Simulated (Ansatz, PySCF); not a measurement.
Isomers of H2B3N. Isolated molecules, 0 K electronic values unless said otherwise. One relaxed conformer stands for each flexible species; it need not be the lowest. Strings in code marks are SMILES.

Quantity: electronic energy of isomers of H2B3N relative to `B=BN=B`, in kcal/mol. The restricted reference of `NB1B=B1`, `B=BB=N` and `B=BN=B` is unstable towards unrestricted orbitals.

Level 1: SVWN5/6-31G* // B3LYP-D3(BJ)/def2-TZVP (PySCF)
Level 2: HF/3-21G // B3LYP-D3(BJ)/def2-TZVP (PySCF)
Level 3: HF/6-31G* // B3LYP-D3(BJ)/def2-TZVP (PySCF)
Level 4: HF/cc-pVTZ // B3LYP-D3(BJ)/def2-TZVP (Ansatz, a program for electronic structure)

| species | level 1 | level 2 | level 3 | level 4 |
|---|---|---|---|---|
| `NB1B=B1` | 33.4 | 79.0 | 75.1 | 72.0 |
| `B=BB=N` | 29.5 | 27.0 | 28.5 | 26.0 |
